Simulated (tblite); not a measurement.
Species: C8H7F3O.
Cartesian coordinates in Å at the GFN2-xTB level; atoms count from 1:
```
atom  x, y, z in Å
O1     3.6297    0.5105   -0.4842
C2     2.3199    0.3231   -0.1853
C3     1.7765   -0.9416    0.0081
C4     0.4363   -1.0812    0.3150
C5    -0.3807    0.0337    0.4364
C6    -1.8496   -0.1282    0.7326
C7    -2.6251   -0.3397   -0.5563
F8    -3.9443   -0.4796   -0.3305
F9    -2.4969    0.6846   -1.4104
F10   -2.2389   -1.4415   -1.2155
C11    0.1660    1.2958    0.2381
C12    1.5031    1.4445   -0.0673
H13    4.0825   -0.3398   -0.5421
H14    2.4033   -1.8181   -0.0846
H15    0.0233   -2.0684    0.4577
H16   -2.2573    0.7622    1.2139
H17   -2.0333   -0.9976    1.3666
H18   -0.4606    2.1711    0.3215
H19    1.9363    2.4194   -0.2215
```

Calculated harmonic vibrations of the isolated species, GFN2-xTB (tblite), most abundant isotopes, no scaling. This tight-binding method is rough: wavenumbers can miss measured ones by several per cent, in bad cases by 10 to 20. One conformer, not necessarily the lowest.

Harmonic wavenumbers (cm⁻¹): 26.1, 50.5, 62.2, 153.3, 255.0, 275.8, 346.4, 350.7, 376.6, 406.1, 440.5, 451.6, 473.7, 492.7, 520.2, 594.5, 614.0, 679.9, 775.6, 805.9, 828.9, 863.4, 880.6, 903.0, 904.1, 919.1, 1017.0, 1030.7, 1049.2, 1126.6, 1148.3, 1178.6, 1181.6, 1190.8, 1211.9, 1278.2, 1287.4, 1300.3, 1342.8, 1434.4, 1436.7, 1497.6, 1590.5, 1613.3, 2996.8, 3002.0, 3066.4, 3089.6, 3093.5, 3117.1, 3514.6.

A = 2486, B = 475.8, C = 448.7 MHz; mass 176.045 u (most abundant isotopes); point group C1, symmetry number 1.

What is the zero-point energy?

Half the sum of the wavenumbers: 29123 cm⁻¹ = 83.27 kcal/mol.

What is S at 273.15 K and 1 bar for an ideal gas of classical rigid rotors and harmonic oscillators?

Translation 40.99, rotation 30.52, vibration 29.48: S = 101.0 cal/(mol K).

And Cp and H(273.15 K) − H(0)?

Cp = 39.57 cal/(mol K), of which vibrations give 31.62 (their classical limit is 51 R = 101.3); H(273.15 K) − H(0) = 6.30 kcal/mol without the zero-point energy, 4.13 from vibrations.

Which modes carry the vibrational entropy at 273.15 K?

26.1 cm⁻¹: 5.93; 50.5 cm⁻¹: 4.62; 62.2 cm⁻¹: 4.21; 153.3 cm⁻¹: 2.47; 255.0 cm⁻¹: 1.54; 275.8 cm⁻¹: 1.41 cal/(mol K); the other 45 give 9.29 together.

How do the functions run with temperature in this model?

| T (K) | S (cal/(mol K)) | Cp (cal/(mol K)) | H − H(0) (kcal/mol) | G − H(0) (kcal/mol) | ln q(vib) |
| --- | --- | --- | --- | --- | --- |
| 100 | 74.0 | 18.1 | 1.34 | -6.06 | 2.54 |
| 200 | 90.2 | 30.3 | 3.74 | -14.29 | 5.22 |
| 300 | 104.9 | 42.9 | 7.41 | -24.05 | 7.98 |
| 500 | 131.8 | 63.1 | 18.15 | -47.78 | 13.68 |
| 800 | 165.7 | 80.4 | 39.96 | -92.60 | 21.96 |
| 1000 | 184.4 | 87.1 | 56.75 | -127.66 | 27.06 |

q(vib) and H(0) count from the zero-point level.

What must be added to the electronic energy to get the Gibbs energy at 273.15 K and 1 bar?

ZPE + [H(273.15 K) − H(0)] − T·S = 83.27 + 6.30 − 27.59 = 61.98 kcal/mol.

Blend soft modes into free rotors: weight 1/[1 + (100 cm⁻¹/ν̃)⁴] for the oscillator and the rest for a rotor with moment μB/(μ + B), μ = h/(8π²ν), B = 10⁻⁴⁴ kg m². What vibrational entropy results?

25.72 cal/(mol K) in place of 29.48, which changes −T·S at 273.15 K by +1.03 kcal/mol.

Hindered rotation and anharmonicity are outside this model. Other conformers, if any are populated, would add a mixing term that is left out. The structure is chiral; the term R ln 2 for an equal mix with its mirror image is left out.

Hardware: Intel Xeon at 2.70 GHz, 2 threads, shared host with 64 logical CPUs at a one-minute load of 60. Cost: 1.1 s wall, 2.1 s CPU. The figure is for the frequency step alone.
